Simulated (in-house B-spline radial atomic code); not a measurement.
RPA and G0W0 for Cd⁺, [Kr] 4d10 5s1, highest spin, as one setting changes: the share of exact exchange in the PBE hybrid start. A dash marks a level of low quasi-particle weight. Computed with a B-spline radial code for spherical atoms: all electrons, scalar-relativistic (spin-free one-electron X2C), finite nucleus, each spin shell either full or empty, empty states to l = 9 with an (l + 1/2)⁻⁴ tail; G0W0 by contour deformation at full frequency.

RPA overbinds a lone outer s electron by self-correlation, and G0W0 tends to as well.

```
share of exact exchange in the PBE hybrid start  mean-field level (eV)  G0W0 level (eV)  RPA correlation (Eh)
                                              0                -13.464    5s up -17.519               -3.6924
                                            0.1                -13.756    5s up -17.477               -3.6561
                                            0.2                -14.046    5s up -17.429               -3.6211
                                            0.3                -14.334    5s up -17.378               -3.5873
                                            0.4                      ?                ?                     ?
                                            0.5                -14.907    5s up -17.270               -3.5232
                                            0.6                      ?                ?                     ?
                                            0.7                -15.473    5s up -17.160                -3.463
                                            0.8                -15.753    5s up -17.105               -3.4343
                                            0.9                -16.032    5s up -17.050               -3.4063
                                              1                -16.309    5s up -16.996               -3.3791
```

(1) What belongs in the row for 0.6?

(2) What belongs in the row for 0.4?

Results:

(1) mean-field level (eV): -15.191; G0W0 level (eV): 5s up -17.215; RPA correlation (Eh): -3.4927.

(2) mean-field level (eV): -14.621; G0W0 level (eV): 5s up -17.325; RPA correlation (Eh): -3.5548.
